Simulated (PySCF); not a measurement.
## Computed properties of B(H)(Me)(OH) (CH₅BO), SMILES CBO

CH₅BO, SMILES CBO. Geometry: B3LYP-D3(BJ)/def2-TZVP. The values are those of a single conformer. All values are computed for the isolated molecule unless a solvent is named; none is compared with measurement here.

**Structure.** The optimised structure has Cs symmetry. All 18 harmonic modes at B3LYP-D3(BJ)/def2-TZVP (PySCF) are real, so it is a minimum. With heavy atoms numbered as in [BH:1]([CH3:3])[OH:7], the shortest bond between them is B1–O7 at 1.358 Å and the longest B1–C3 at 1.568 Å.

**Vibrations.** The strongest infrared lines (harmonic, unscaled, degenerate partners summed) lie at 1380 cm⁻¹ (311 km/mol, B 44 %, H 31 %, O 14 %, C 10 %), 2600 cm⁻¹ (153 km/mol, H 91 %, B 9 %), 1190 cm⁻¹ (68 km/mol, H 67 %, B 22 %, O 10 %). The softest mode is at 116 cm⁻¹ and the zero-point energy is 40.1 kcal/mol.

**Electronic structure.** HF/def2-TZVPD (PySCF) places the frontier levels at -12.30 and 1.35 eV, a gap of 13.65 eV, and gives a dipole moment of 1.85 D and a mean polarisability of 30.4 bohr³.

**Excitations.** TDDFT-PBE0/def2-SVPD (PySCF) has S1 at 6.90 eV (180 nm, f = 0.002, dark); the most intense of the 10 singlets computed lies at 9.56 eV (f = 0.31). T1 (TDA) is at 6.26 eV. No vertical singlet excitation falls in the visible range (under 3.1 eV).

**NMR.** GIAO shifts at PBE0/pcSseg-2 (PySCF) (non-relativistic, atoms alike by connectivity averaged): ¹³C at 10.6 ppm against TMS; ¹H from 0.5 to 5.6 ppm against TMS; ¹¹B at 41.8 ppm against BF3.
